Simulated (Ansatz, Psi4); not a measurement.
Psi4 was given this input:
```
memory 2 GB

molecule mol {
0 2
  I    -1.931273   -1.334533   -0.037018
  Si    0.015937   -0.004848    0.775885
  I     2.119205   -1.003580   -0.118149
  I    -0.192142    2.339394   -0.049784
}

set basis def2-svp
set reference uks
set scf_type pk
set puream true
set d_convergence 1e-8
set dft_radial_points 99
set dft_spherical_points 590

energy('wb97x-v')
print_variables()
```

Give the equivalent Ansatz (a quantum-chemistry and plane-wave program) input.

This is not unique; one that fits is 
Ansatz 0.2 input:
```yaml
crystal:
  periodic: [false, false, false]
  atoms:
    - {symbol: I, position_ang: [-1.93127252, -1.33453319, -0.03701836]}
    - {symbol: Si, position_ang: [0.01593701, -0.00484828, 0.77588505]}
    - {symbol: I, position_ang: [2.11920502, -1.00358043, -0.11814888]}
    - {symbol: I, position_ang: [-0.19214227, 2.33939430, -0.04978353]}
basis:
  gaussian:
    orbitals: def2-SVP
hamiltonian:
  xc: {name: wB97X-V}
magnetization: {spin_polarized: true, initial_magnetization: 1}
accuracy: high
```

Both were run: Psi4 gave -1182.490963 Eh and Ansatz -1182.490968 Eh, 0.005 mEh apart.
